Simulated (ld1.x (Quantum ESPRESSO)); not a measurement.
## Before and after: TM potential for Se (Z = 34)

```
Element                 : selenium
Generator               : ld1.x (Quantum ESPRESSO) 7.5
Type                    : norm-conserving Troullier–Martins (Kleinman–Bylander form)
Functional              : Wu–Cohen
Relativity              : scalar-relativistic
Frozen core             : [Ar] 3d10
Valence charge          : 6
Reference configuration : 4s2 4p4
Partial waves           : 4s (bound): rc 1.55 bohr; 4p (bound): rc 1.95 bohr; 4d channel at 0.3 Ry: rc 1.50 bohr
Local potential         : all-electron potential smoothed inside 1.25 bohr (lloc = -2)
Core correction         : a·sin(br)/r model core, default radius (core density twice the valence density)
```

All-electron outer shells of the reference configuration (Wu–Cohen, scalar-relativistic, ld1.x):

```csv
shell,level (eV),outermost node (bohr),outermost maximum (bohr)
3p,-152.84,0.21,0.50
3d,-53.12,–,0.45
4s,-17.31,0.70,1.51
4p,-6.51,0.74,1.80
```

Change: local potential all-electron potential smoothed inside 1.20 bohr (lloc = -1).

Cutoffs: the cutoffs (Ry, on a coarse ladder) from which the occupation-weighted sum of valence levels, in a spherical-Bessel basis at the reference potential, stays within 10 and 1 mRy of its value at 400 Ry; they do not see the model core or the augmentation charge, which bear on the density cutoff. Errors are all-electron minus pseudo energies relative to the spin-unpolarised reference configuration.

What does the change do?

The potential gets neither clearly harder nor softer (40 Ry and 55 Ry → 40 Ry and 55 Ry); the bound ghosts move from d to s; the number of tests that count goes from 7 to 6; of the 6 tests that both files solve, the error grows in 4 and shrinks in 1 by more than 15 % and 0.3 meV (median size 1.2 → 4.6 meV); the range in which the s phases agree widens (upper end 1.8 → 4.1). In the separable form a ghost depends on how the local part lies against the semilocal potential of the channel, so the choice of the local part can create or remove one.

| quantity | base | changed |
| --- | --- | --- |
| cutoff, loose | 40 Ry | 40 Ry |
| cutoff, tight | 55 Ry | 55 Ry |
| loose cutoff by channel (10 mRy a level) | s 18 Ry, p 8 Ry | s 40 Ry, p 8 Ry |
| bound ghosts | d | s |
| tests counted (converged, no solver errors) | 7 of 7 | 6 of 7 |
| error for 4s2 4p3, meV [ΔE 10.86 eV] | -0.3 | -2.6 |
| error for 4s2 4p2, meV [ΔE 31.25 eV] | -2.0 | -20 |
| error for 4s2 4p4.3, meV [ΔE -1.59 eV] | +0.4 | +0.3 |
| error for 4s2 4p3.5, meV [ΔE 4.31 eV] | -0.3 | -0.7 |
| error for 4s1 4p4, meV [ΔE 22.43 eV] | -3.5 | -6.7 |
| error for 4s0 4p6, meV [ΔE 22.03 eV] | -15 | -12 |
| s: phases at 2.15 bohr within 0.05 rad from the reference energy up to (Ry; the scan ends near 5) | 1.8 | 4.1 |
| p: phases at 2.15 bohr within 0.05 rad from the reference energy up to (Ry; the scan ends near 5) | 3.4 | 2.8 |
| d: phases at 2.15 bohr within 0.05 rad from the reference energy up to (Ry; the scan ends near 5) | 1.3 | 1.1 |

Changed file: Tests not counted: 4s2 4p1 (solver errors, printed error -26.5 eV). A true bound ghost makes a file unfit for plane-wave use even where its test errors are small: the radial tests pick states by their node count and pass the ghost by. Where a test does run into it, the solver fails or the error is huge.
